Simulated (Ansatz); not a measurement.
A nudged elastic band was laid between two geometries of C3H9B + ClH (15 atoms, charge 0, multiplicity 1).

Computed with RKS r2SCAN/6-31G* (Ansatz).

| Property | Result |
| --- | --- |
| movable images | 5 |
| climbing image | yes |
| spring | 5.0 eV/Å² |
| optimiser | quadratic models (default) |
| start path | through a guess of the saddle point |
| force threshold | 0.03 eV/Å |
| iteration limit | 60 |
| end points | relaxed |

First end point:

```xyz
15
Properties=species:S:1:pos:R:3
B -0.152 -0.405 -0.044
C 1.213 -0.405 0.756
C -0.139 -0.542 -1.611
C -1.502 -0.233 0.748
H 1.121 1.929 0.389
Cl 0.726 3.104 0.032
H 2.095 -0.071 0.191
H 1.191 0.081 1.742
H 1.405 -1.473 0.967
H -0.983 -1.119 -2.009
H -0.263 0.478 -2.017
H 0.797 -0.930 -2.033
H -1.636 0.849 0.924
H -1.477 -0.687 1.748
H -2.397 -0.578 0.218
```

Last end point:

```xyz
15
Properties=species:S:1:pos:R:3
B -0.841 0.597 -0.631
C 1.946 -0.239 1.232
C -0.379 -0.326 -1.808
C -1.614 0.130 0.645
H 1.836 0.743 0.763
Cl -0.554 2.354 -0.825
H 3.001 -0.415 1.461
H 1.362 -0.269 2.156
H 1.589 -1.017 0.549
H -0.482 -1.395 -1.593
H -0.979 -0.100 -2.703
H 0.660 -0.118 -2.096
H -1.428 0.759 1.523
H -1.426 -0.920 0.897
H -2.692 0.216 0.430
```

(1) What changes between the two ends?

(2) What energy profile does the band end with?

(3) What is the geometry of the highest image?

Results:

(1) Bonds broken: B1–C2, H5–Cl6. Bonds formed: B1–Cl6, C2–H5. C3H9B + ClH becomes C2H6BCl + CH4.

(2) The forces met the threshold. The highest image is number 3 of 0 to 6, 14.0 kcal/mol above the first end and 44.2 kcal/mol above the last; the last end lies 30.2 kcal/mol below the first. Neighbouring images differ by up to 1.5 eV, so the band resolves the path poorly. A vibrational analysis at the climbing image gives one clearly imaginary mode, 804i cm⁻¹: a first-order saddle point. The orbitals stay closed-shell, which can raise the energy where a bond breaks towards radicals; this wasn't checked here.

```csv
image,path coordinate (Å),energy (kcal/mol),B1–C2 (Å),H5–Cl6 (Å),B1–Cl6 (Å)
0,0.00,0.0,1.58,1.29,3.62
1,1.12,0.3,1.58,1.29,3.47
2,2.24,1.0,1.59,1.29,3.17
3,3.36,14.0,1.72,1.56,2.32
4,4.55,-21.4,2.58,2.30,1.83
5,5.73,-30.0,3.31,3.05,1.79
6,6.92,-30.2,3.46,3.29,1.79
```

(3) 
```xyz
15
Properties=species:S:1:pos:R:3:forces:R:3
B -0.148 0.097 -0.107 0.01 0.00 0.00
C 1.283 -0.214 0.801 -0.01 -0.01 -0.01
C -0.051 -0.419 -1.590 0.00 0.00 0.01
C -1.446 0.058 0.780 0.01 0.00 -0.01
H 0.906 1.061 0.317 0.00 -0.01 0.00
Cl 0.305 2.360 -0.298 0.00 0.01 0.00
H 2.263 -0.167 0.311 0.00 0.00 0.00
H 1.349 0.129 1.839 0.00 0.00 0.00
H 1.010 -1.281 0.841 0.00 0.01 0.00
H -0.171 -1.514 -1.600 0.00 0.00 0.00
H -0.856 -0.004 -2.207 0.00 0.00 0.00
H 0.903 -0.188 -2.077 0.00 0.00 0.00
H -1.344 0.584 1.737 0.00 0.00 0.00
H -1.701 -0.990 1.005 0.00 0.00 0.00
H -2.303 0.487 0.247 0.00 0.00 0.00
```

Run time: 5 min on 2 threads of Arm Neoverse V1, with other jobs on the host, peak memory 0.17 GiB.
